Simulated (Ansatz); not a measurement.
Geometry optimisation, Ansatz, RKS revPBE/def2-SVP.

input.yaml

```yaml
crystal:
  periodic: [false, false, false]
  atoms:
    - { symbol: B, position_ang: [-0.001704, 0.249815, -0.017872] }
    - { symbol: H, position_ang: [0.005266, 0.396417, 1.176269] }
    - { symbol: F, position_ang: [1.13871, 0.266839, -0.69915] }
    - { symbol: F, position_ang: [-1.150821, 0.208, -0.683005] }
    - { symbol: F, position_ang: [0.069408, -2.094742, 0.901346] }
    - { symbol: H, position_ang: [0.045041, -1.428929, 1.552811] }
basis:
  gaussian: { orbitals: def2-SVP }
hamiltonian:
  xc: revpbe
relax:
  f_tol: 0.03
  max_steps: 50
```

Launched with:

```bash
$ ansatz run input.yaml --threads 1 --pin off --max-ram 2048MiB --backend cpu --events-out ev --progress --plain --runs-dir out
```

Task: Where does it end, and by what steps?

Result: The forces met the threshold. The force dipped under the threshold on the way, but the program's further checks kept it going. After 8 steps the energy has fallen by 0.041 eV; H6 moved furthest, 0.45 Å.

| step | energy less start (eV) | largest force component (eV/Å) | accepted |
| --- | --- | --- | --- |
| 0 | 0.0000 | 0.341 | yes |
| 1 | -0.0067 | 1.136 | yes |
| 2 | 0.0889 | 1.590 | no |
| 3 | -0.0290 | 0.241 | yes |
| 4 | -0.0345 | 0.298 | yes |
| 5 | -0.0397 | 0.091 | yes |
| 6 | -0.0407 | 0.021 | yes |
| 7 | -0.0409 | 0.063 | yes |
| 8 | -0.0410 | 0.020 | yes |

```xyz
6
Properties=species:S:1:pos:R:3
B -0.004 0.333 -0.041
H -0.006 0.701 1.116
F 1.139 0.233 -0.718
F -1.149 0.176 -0.704
F 0.061 -2.012 0.830
H 0.064 -1.834 1.748
```

Whether the end is a true minimum wasn't checked by a vibrational analysis.

The run took 11 s on 1 thread of Arm Neoverse V2 (shared host), peak memory 0.11 GiB.
